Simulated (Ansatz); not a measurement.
Ansatz (a first-principles code) input (PBE0/def2-TZVPD):

Ansatz 0.2 input:
```yaml
crystal:
  periodic: [false, false, false]
  atoms:
    - {symbol: O, position_ang: [1.26266590, -0.56782754, 0.24651039]}
    - {symbol: S, position_ang: [-0.15905165, -0.06174957, 0.42039352]}
    - {symbol: F, position_ang: [-0.92039015, -0.69724690, -0.75349422]}
    - {symbol: F, position_ang: [-0.11117853, 1.36670338, -0.14417350]}
    - {symbol: H, position_ang: [1.72761739, -0.49449504, -0.61936988]}
basis:
  gaussian:
    orbitals: def2-TZVPD
hamiltonian:
  xc: {name: PBE0}
total_charge: 1
magnetization: {spin_polarized: true, initial_magnetization: 2}
```

End of the output:

```
integrals: 0.09 GiB planned
944 factors; their error is unknown
mean field: 1.00 GiB planned
mean field evaluation 1: about -18298.1170 eV, gradient 6.2e1 eV
mean field evaluation 2: about -18270.2250 eV, gradient 1.1e2 eV
mean field evaluation 4: about -18308.8774 eV, gradient 7.9e0 eV
mean field evaluation 8: about -18309.0636 eV, gradient 1.5e-1 eV
mean field evaluation 16: about -18309.1131 eV, gradient 3.7e-4 eV
mean field -18309.11305638 eV, -672.8474944592 hartree, gradient 2.0e-5 eV, S^2 2.006601; 1 other end points of the search recorded, 0 dependent functions left out
reference -18309.11309789 eV, -672.8474959848 hartree; 22, 20 occupied and 153, 155 virtual orbitals, 944 factors
Total energy: -18309.11309789 eV, -672.8474959848 hartree
```

This state (charge 1, triplet) is run at the relaxed geometry of the species with charge 1 and multiplicity 1, and is a spin state other than that species' own.
